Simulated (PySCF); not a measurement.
Excitations are Tamm–Dancoff values on a coarser integration grid. The basis has no diffuse functions, so Rydberg states are missing or too high.

Cartesian coordinates (Å):
SMILES: B=NC#N
```xyz
5

B      1.2510     0.1159    -0.2555
N      0.0203     0.0019    -0.3467
C     -1.2684    -0.1175    -0.4421
N     -2.4108    -0.2234    -0.5268
H      2.4079     0.2231    -0.1699
```
Charge 0, spin multiplicity 1.

Q: Estimate the HOMO–LUMO gap, dipole moment, total energy, S1 excitation (TDA) and HOMO that CAM-B3LYP-D3(BJ)/def2-TZVP (PySCF) returns for this input.

A: 
```json
{
  "HOMO–LUMO gap": "9.83 eV",
  "dipole_moment": "1.064 e·Å",
  "total_energy": "-173.0242 Ha",
  "S1 excitation (TDA)": "5.71 eV",
  "HOMO": "-10.06 eV"
}
```
